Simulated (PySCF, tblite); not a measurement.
Isomers of C6H6F3O (doublet state). Calculated harmonic vibrations of the isolated species, GFN2-xTB (tblite), most abundant isotopes, no scaling. The method is semi-empirical: single wavenumbers can be off by several per cent or more. One conformer each. Open shells enter through the occupations alone, without spin polarisation, and single modes of such species can be off by tens of per cent.

Electronic energies: B3LYP/pcH-1 single points on the GFN2-xTB geometries (PySCF, gas phase).

```tsv
SMILES	electronic energy, lowest = 0 (kcal/mol)
FC(F)(F)C[C@@H]1[CH]C=CO1	0.0
FC(F)(F)C[C]1CC=CO1	9.9
CO/[C]=C(/C)C(F)=C(F)F	67.4
FC(F)(F)C[C@H]1C[C]=CO1	37.3
[H]/[C]=C\O/C=C(/F)CC(F)F	61.4
```

**Question.** How do GFN2-xTB zero-point energies change the relative energies?

**Answer.** 
```json
{"SMILES": "FC(F)(F)C[C@@H]1[CH]C=CO1", "ZPE (kcal/mol)": "68.2", "of it from modes above 1550 cm⁻¹": "26.3", "electronic (kcal/mol)": "0.0", "with ZPE, lowest = 0 (kcal/mol)": "0.0", "lowest mode (cm⁻¹)": "35", "rings": "1"}
{"SMILES": "FC(F)(F)C[C]1CC=CO1", "ZPE (kcal/mol)": "68.0", "of it from modes above 1550 cm⁻¹": "28.0", "electronic (kcal/mol)": "9.9", "with ZPE, lowest = 0 (kcal/mol)": "9.7", "lowest mode (cm⁻¹)": "31", "rings": "1"}
{"SMILES": "FC(F)(F)C[C@H]1C[C]=CO1", "ZPE (kcal/mol)": "68.7", "of it from modes above 1550 cm⁻¹": "28.2", "electronic (kcal/mol)": "37.3", "with ZPE, lowest = 0 (kcal/mol)": "37.9", "lowest mode (cm⁻¹)": "35", "rings": "1"}
{"SMILES": "[H]/[C]=C\\O/C=C(/F)CC(F)F", "ZPE (kcal/mol)": "65.8", "of it from modes above 1550 cm⁻¹": "30.9", "electronic (kcal/mol)": "61.4", "with ZPE, lowest = 0 (kcal/mol)": "59.1", "lowest mode (cm⁻¹)": "22", "rings": "0"}
{"SMILES": "CO/[C]=C(/C)C(F)=C(F)F", "ZPE (kcal/mol)": "66.6", "of it from modes above 1550 cm⁻¹": "30.7", "electronic (kcal/mol)": "67.4", "with ZPE, lowest = 0 (kcal/mol)": "65.8", "lowest mode (cm⁻¹)": "33", "rings": "0"}
```

The zero-point energies span 2.9 kcal/mol, from `[H]/[C]=C\O/C=C(/F)CC(F)F` to `FC(F)(F)C[C@H]1C[C]=CO1`. The order is unchanged.

**Question.** And how do the electronic energies of GFN2-xTB itself compare?

**Answer.** `FC(F)(F)C[C@@H]1[CH]C=CO1` 0.0; `FC(F)(F)C[C]1CC=CO1` 6.1; `FC(F)(F)C[C@H]1C[C]=CO1` 37.3; `[H]/[C]=C\O/C=C(/F)CC(F)F` 63.4; `CO/[C]=C(/C)C(F)=C(F)F` 56.5 kcal/mol, lowest = 0. Against the energies above, taken from the same isomer `FC(F)(F)C[C@@H]1[CH]C=CO1`, the largest difference is 10.9 kcal/mol.

**Question.** What do entropy and thermal enthalpy add at 298.15 K and 1 bar (rigid rotor, harmonic oscillator, one conformer each)?

**Answer.** 
| SMILES | point group | symmetry number | S (cal/(mol K)) | H − H(0) (kcal/mol) | ZPE + H − H(0) − TS (kcal/mol) |
| --- | --- | --- | --- | --- | --- |
| FC(F)(F)C[C@@H]1[CH]C=CO1 | C1 | 1 | 97.2 | 6.33 | 45.5 |
| FC(F)(F)C[C]1CC=CO1 | C1 | 1 | 99.0 | 6.45 | 44.9 |
| FC(F)(F)C[C@H]1C[C]=CO1 | C1 | 1 | 98.4 | 6.43 | 45.8 |
| CO/[C]=C(/C)C(F)=C(F)F | C1 | 1 | 106.1 | 7.66 | 42.6 |

S holds R ln(2S + 1) for the spin.

Not tabulated: `[H]/[C]=C\O/C=C(/F)CC(F)F` (lowest mode only 22 cm⁻¹).
